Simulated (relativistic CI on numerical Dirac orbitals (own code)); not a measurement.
# V⁵⁺ in a cubic cluster: L2,3 absorption with charge transfer

Computed with a charge-transfer multiplet model of a cubic metal-ligand cluster with up to 2 ligand holes, Slater and spin-orbit integrals from Dirac-Coulomb-Breit ions, Slater integrals scaled by 0.9. The ground state mixes d0 with configurations of k ligand holes L, whose averages lie at kΔ + k(k − 1)U_dd/2; a core hole lowers each added d electron by U_cd. 300 K, Lorentzian 0.4 eV and Gaussian 0.3 eV FWHM.

Atomic integrals in eV (Slater integrals scaled, ζ unscaled), ground: F2dd 9.064, F4dd 5.680, zeta_d 0.024; with the core hole: F2dd 9.064, F4dd 5.680, zeta_d 0.047, zeta_core 4.606, F2cd 6.737, G1cd 5.189, G3cd 2.951. Where a configuration has fewer than two d electrons, the dd integrals are those of d2.

Cluster parameters (eV): Δ = -0.9, U_dd = 4.6, U_cd = 5.4, 10Dq = 0.7, 10Dq(ligand) = 0.4, final-state hopping factor = 1.

```csv
Case,n_d,d0,d1L,d2L2,S
"V(eg) = 2.45 eV, V(t2g) = -1.16 eV",1.00,0.22,0.56,0.22,0.00
"V(eg) = 3.05 eV, V(t2g) = -1.45 eV",1.02,0.21,0.55,0.24,0.00
"V(eg) = 3.35 eV, V(t2g) = -1.59 eV",1.03,0.21,0.55,0.24,0.00
```

Weights, n_d and S are thermal averages at 300 K. Photon energies count from the first peak over 30 % of the highest in each spectrum, which can be another peak from case to case. The parameters are a model scan and need not match a compound or its usual spin state. Peaks in eV (height, largest 100):
- V(eg) = 2.45 eV, V(t2g) = -1.16 eV: -2.0 (13), 0.0 (52), 0.6 (37), 1.6 (17), 2.7 (23), 5.4 (30), 7.2 (100)
- V(eg) = 3.05 eV, V(t2g) = -1.45 eV: -2.1 (12), 0.0 (61), 1.3 (14), 3.5 (17), 5.7 (26), 7.2 (100), 9.5 (9)
- V(eg) = 3.35 eV, V(t2g) = -1.59 eV: -2.2 (15), 0.0 (73), 1.7 (12), 4.0 (22), 6.0 (34), 7.3 (100), 9.8 (7)

Curve for V(eg) = 3.05 eV, V(t2g) = -1.45 eV (points under 2 left out, the grid thinned):

E (eV), Intensity and a bar:
```
     -3.4        2.1 
     -2.6        3.8 #
     -2.3        9.9 ###
     -1.9        8.7 ##
     -1.6        3.9 #
     -1.2        3.7 #
     -0.9        5.7 #
     -0.5       16.4 #####
     -0.2       46.7 ###############
      0.2       44.2 ##############
      0.5       21.4 #######
      0.9       14.6 ####
      1.3       14.3 ####
      1.6       11.2 ###
      2.0        7.8 ##
      2.3        8.8 ##
      2.7        9.7 ###
      3.0       11.6 ###
      3.4       15.9 #####
      3.7       15.0 ####
      4.1        8.4 ##
      4.4        8.9 ##
      4.8       11.3 ###
      5.2       14.4 ####
      5.5       22.6 #######
      5.9       25.3 ########
      6.2       28.4 #########
      6.6       37.1 ############
      6.9       67.4 ######################
      7.3       90.7 ##############################
      7.6       48.7 ################
      8.0       25.9 ########
      8.3       18.8 ######
      8.7       11.1 ###
      9.1        8.8 ##
      9.4        9.3 ##
      9.8        7.9 ##
     10.1        5.8 #
     10.5        4.1 #
     10.8        3.0 
     11.2        2.3 
     11.5        2.4 
     11.9        2.3 
     12.2        2.3 
     12.6        2.1
```

A d0 ion has no d-d gap: its lowest excitations are ligand-to-metal charge transfer. With the core hole the configuration with one ligand hole lies at Δ + U_dd − U_cd = -1.7 eV from the one without, against Δ in the ground state.

With at most 2 ligand holes the space is cut while the next configuration still counts, so covalency is underestimated, and a final configuration with one more ligand hole, which can lie low, is missing from the spectra.
